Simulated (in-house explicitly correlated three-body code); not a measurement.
Computed with an exponentially correlated three-body code. Model: two electrons around a point charge, non-relativistic, variational in 260 exponentially correlated functions (energies converged to about 1e-7 hartree, or 1e-8 relative for large Z).

Command:
```bash
python run_hyl.py task.json out
```
Settings (lengths in bohr, energies in hartree):
```
Z                      1
nuclear_mass           3670.483
interaction_strength   1
functions              260
states_tried           1
```

Time taken, with all properties: 1.5 s on 1 thread of Intel(R) Xeon(R) Platinum 8488C (Sapphire Rapids), on a shared host.

**Ground state only, binding against the one-electron ion.**

Given: nuclear charge 1; mass of the centre 3670.5 electron masses.

Computed: one-electron threshold -0.499863815 hartree.

| term | energy (hartree) | binding (eV) |
| --- | --- | --- |
| 1 1S | -0.527598324 | 0.75469 |

**Converged states only, values per electron or pair.**

```csv
term,mean r (bohr),mean r squared (bohr²),mean inverse r (1/bohr),mean r12 (bohr),mean inverse r12 (1/bohr),mean cosine,mean p1 dot p2 (bohr⁻²),delta r1 (bohr⁻³),delta r12 (bohr⁻³)
1 1S,2.7111,11.923,0.68306,4.4142,0.31092,-0.10507,0.032829,0.16441,0.0027354
```
